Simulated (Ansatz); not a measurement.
`[Cl][Ti]12345678([Cl])([C@H]9[C@@H]1[C@@H]2[C@@H]3[C@H]94)[C@H]1[C@@H]5[C@@H]6[C@@H]7[C@H]18`, 23 atoms. The species carries charge 0 and has multiplicity 1. Correlated methods include outer-core shells of Ti, which these sets cover unevenly. Scalar relativity is left out up to krypton. Hardware: A = 11 threads of an AMD EPYC 7R13 on a shared host and a whole NVIDIA H100 80 GB; B = 11 threads of an AMD EPYC 7R13 on a shared host. Correlated methods freeze the cores.

(1) Give the basis size and wall time and peak host memory of each of these runs in Ansatz. RHF-CCSD(T)/def2-TZVPP energy [A]; RKS ωB97M-V/def2-SVP energy [B]; RKS PBE0-D4/def2-TZVP relaxation (19 steps) [A]; RKS B2PLYP (frozen core)/def2-TZVPP energy [A]; RKS PBE0-D4/def2-SVP energy [B]; RHF-MP2/def2-QZVPP energy [A]; RKS PBE0-D4/def2-QZVPP energy [A]; RKS PBE-QIDH (frozen core)/def2-TZVPP energy [A]; direct RPA on PBE orbitals/def2-TZVPP energy [A]; RKS ωB97M-V/def2-QZVPP energy [A]; RKS r2SCAN-D4/def2-TZVPP energy and forces [A]; RHF-CCSD(T)/def2-SVP energy [A]. (Best estimate.)

Results:

(1) Ansatz gave: Other jobs shared the machine, so times are rough.

```csv
level,job,functions,wall time,peak host memory (GiB)
RKS r2SCAN-D4/def2-TZVPP,energy and forces [A],598,3.4 s,1.2
RKS PBE-QIDH (frozen core)/def2-TZVPP,energy [A],598,4.3 s,4.4
RKS PBE0-D4/def2-SVP,energy [B],257,4.3 s,1.9
RKS B2PLYP (frozen core)/def2-TZVPP,energy [A],598,4.4 s,4.4
direct RPA on PBE orbitals/def2-TZVPP,energy [A],598,4.7 s,4.4
RKS PBE0-D4/def2-QZVPP,energy [A],1103,5 s,1.9
RHF-CCSD(T)/def2-SVP,energy [A],257,6.5 s,0.91
RHF-MP2/def2-QZVPP,energy [A],1103,8.5 s,2
RKS ωB97M-V/def2-QZVPP,energy [A],1103,8.5 s,2.1
RKS ωB97M-V/def2-SVP,energy [B],257,11 s,2.4
RKS PBE0-D4/def2-TZVP,relaxation (19 steps) [A],489,35 s,1.5
RHF-CCSD(T)/def2-TZVPP,energy [A],598,96 s,1.2
```
